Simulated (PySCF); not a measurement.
Species: C4H2FN2 (doublet state).
Structure used (GFN2-xTB), in Å, numbered top down from 1:
```
atom  x, y, z in Å
N1     3.8977    0.2766    0.6628
C2     2.7785    0.1614    0.3616
C3     1.4981    0.2487   -0.0188
N4     0.4378   -0.2852   -0.2394
C5    -0.8392   -0.2318   -0.5895
C6    -1.8420    0.0705    0.2569
F7    -3.1134   -0.0489   -0.1482
H8    -1.0619   -0.5916   -1.5865
H9    -1.7422    0.4061    1.2759
```

The hyperfine couplings belong to this conformer and change with its torsions.

As a line formula: `N#C/[C]=N/C=C/F` [radical].

Computed, not measured: UKS B3LYP, pcH-1 on C F H N, non-relativistic, mean-field spin-orbit, GIAO in PySCF 2.14.0. The structure is a single GFN2-xTB conformer in the gas phase; no vibrational or solvent corrections. Couplings are sensitive to structure, and on GFN2-xTB geometries they can be far from those on DFT ones. The frame is twisted about the N4–C5 bond at this geometry (dihedral C3–N4–C5–C6 = -83°); couplings at other torsion angles weren't computed. The SCF solution wasn't tested for stability.

**Question.** What is the g tensor, term by term?

**Answer.** 
```
                    Δg (ppt)      1      2      3
relativistic mass correction  -0.22  -0.22  -0.22
            gauge correction   0.05   0.01   0.03
   orbital Zeeman/spin–orbit  -9.83   0.16   2.24
                       total  -9.99  -0.05   2.06
```

So g = 1.99232, 2.00227, 2.00437 and g_iso = 1.99966; the tensor is rhombic: the two nearest values differ by 17 % of g3 − g1. Axes: g1 points within 4° of the N1–C2 bond.

**Question.** What are the electron Larmor frequencies g μB B/h along the three axes at 3350 mT?

**Answer.** 93.4150, 93.8811, 93.9800 GHz for g1, g2 and g3, a range of 565.0 MHz.

**Question.** At 9.371 GHz, how far is the centre of the isotropic spectrum from where a free electron (g = 2.002319) resonates?

**Answer.** B = hν/(g μB) with μB/h = 13.99624 MHz/mT gives 334.38 mT for the free electron and 334.83 mT at g_iso, 0.45 mT higher.

**Question.** In a frozen sample, at which fields do the three g values resonate at 9.5, 34, 94 and 263 GHz (hyperfine left aside), and which band first spreads them over more than twice a line width of 1.0 mT?

**Answer.** 
| band | GHz | B(g3) mT | B(g2) mT | B(g1) mT | spread mT |
| --- | --- | --- | --- | --- | --- |
| X | 9.5 | 338.64 | 338.99 | 340.68 | 2.05 |
| Q | 34.0 | 1211.96 | 1213.24 | 1219.29 | 7.33 |
| W | 94.0 | 3350.71 | 3354.24 | 3370.98 | 20.27 |
| J | 263.0 | 9374.87 | 9384.74 | 9431.57 | 56.70 |

The spread grows in proportion to the frequency. X band is the first where it exceeds 2.0 mT.

The Mulliken spin populations are largest on C3 (+0.43), C6 (+0.30), N1 (+0.26) and N4 (+0.20). Four atoms exceed +0.15.

The HOMO–LUMO gaps are 2.55 eV among the α and 4.44 eV among the β orbitals.

Time: 63 s (with the writing of density and orbital grids); peak memory 0.73 GiB. Hardware: one thread of an Intel Xeon at 2.50 GHz (shared host).
